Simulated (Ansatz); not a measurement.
Two isomers of C3H7ClSi: A = `CC(C)[Si]Cl`, B = `[SiH3]C/C=C/Cl`.

Computed with Ansatz on PBE0-D4/def2-TZVP structures; ΔE is electronic, products minus reactants. CCSD(T)/CBS is the MP2 limit (def2-TZVPP, def2-QZVPP) plus CCSD(T) − MP2 in def2-TZVPP, frozen cores. DFT in def2-TZVPP. B3LYP here is the variant with VWN-RPA as its local correlation; programs differ in this. Each species was taken in one conformer, which may not be the lowest.

Which is lower in electronic energy at CCSD(T)/CBS, and by how much? (Estimate.)

Computed: A, by 97.6 kJ/mol.

Give E(B) − E(A) in kJ/mol with r2SCAN-D4, PBE-D4, B2PLYP, B3LYP, HF/def2-TZVPP, CCSD(T)/def2-TZVPP, ωB97M-V. (An estimate is asked.)

Computed: r2SCAN-D4 86.8, PBE-D4 96.7, B2PLYP 89.7, B3LYP 86.4, HF/def2-TZVPP 78.1, CCSD(T)/def2-TZVPP 95.5, ωB97M-V 106.8. None reverses the order clearly.

Largest T1 diagnostic: 0.011.

In def2-TZVPP, CCSD(T) changes the Hartree–Fock value by +17.4 kJ/mol (the triples alone add −1.3 kJ/mol) and MP2 by +17.5 kJ/mol. The D4 term adds +7.5 kJ/mol with B3LYP and +3.7 kJ/mol with PBE0; it sums over pairs of atoms, weighted by their polarisabilities, and B3LYP, whose exchange is more repulsive, gets the larger term.
